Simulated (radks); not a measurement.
Q: Cd I, configuration [Kr] 4d10 5s1 5p1 (not the ground configuration). All-electron calculation, Dirac Kohn-Sham, BLYP, spin-unpolarised, spherical densities, finite nucleus; open shells fill j = l - 1/2 first; Fermi nuclear charge, rms radius 4.6087 fm. Program: a radial shooting solver on a logarithmic mesh with Libxc functionals.

Spin-orbit splittings of the eigenvalues, e(l+1/2) - e(l-1/2), with zeta = 2 splitting/(2l+1) and mean radii in bohr:

| shell | occ. | splitting (eV) | zeta (eV) | <r> j=l-1/2 | <r> j=l+1/2 |
|---|---|---|---|---|---|
| 2p | 6 | 192.6 | 128.4 | 0.1112 | 0.1164 |
| 3p | 6 | ? | ? | 0.3495 | 0.3605 |
| 3d | 10 | 6.988 | 2.795 | 0.3327 | 0.3362 |
| 4p | 6 | 5.854 | 3.903 | 0.9386 | 0.9699 |
| 4d | 10 | 0.7028 | 0.2811 | 1.271 | 1.292 |
| 5p | 1 | 0.2149 | 0.1433 | 4.058 | 4.266 |

Estimate the 3p splitting.

A: 34.38 eV (zeta = 22.92 eV).
